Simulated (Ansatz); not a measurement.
```yaml
crystal:
  periodic: [false, false, false]
  atoms:
    - {symbol: Ti, position_ang: [0.004784, -0.005990, -0.627137]}
    - {symbol: O, position_ang: [1.353362, -0.019732, 0.324117]}
    - {symbol: O, position_ang: [-1.358135, 0.025712, 0.303020]}
basis:
  gaussian: {orbitals: STO-3G, final_grid: {core_spheres: 5, valence_spheres: 4, degree: 11}}
hamiltonian: {xc: {name: BHLYP}, dispersion: d3bj}
output: {forces: true}
```

```sh
$ ansatz run in.yaml --threads 4 --pin off --events-out ev --progress --plain --max-ram 3916MiB
```

Output, abridged:

```
Functional definition: BHLYP
387 factors; integrals over basis functions are off by at most 1.4e-4 eV
mean field evaluation 1: about -26898.8416 eV, gradient 6.1e1 eV
mean field evaluation 2: about -26654.5690 eV, gradient 3.1e2 eV
mean field evaluation 4: about -26912.0984 eV, gradient 4.3e0 eV
mean field evaluation 8: about -26912.1215 eV, gradient 9.0e-2 eV
mean field evaluation 16: about -26912.1216 eV, gradient 8.7e-5 eV
mean field -26912.12157155 eV, -989.0022260631 hartree, gradient 8.7e-5 eV, S^2 0.000000; 0 other end points of the search recorded, 0 dependent functions left out
reference -26912.12167371 eV, -989.0022298175 hartree; 19, 19 occupied and 9, 9 virtual orbitals, 387 factors
Total energy: -26912.18556760 eV, -989.0045778748 hartree
Atom 0 at     0.004784    -0.005990    -0.627137 Å, force    -0.007601     0.009521     0.997368 eV/Å
Atom 1 at     1.353362    -0.019732     0.324117 Å, force    -0.235266    -0.000754    -0.500544 eV/Å
Atom 2 at    -1.358135     0.025712     0.303020 Å, force     0.242867    -0.008767    -0.496824 eV/Å
Dipole moment:     0.009035    -0.011317    -1.185523 e Å
```

Hardware: 4 threads of Arm Neoverse V2 on a shared host. Wall time 0.25 s.
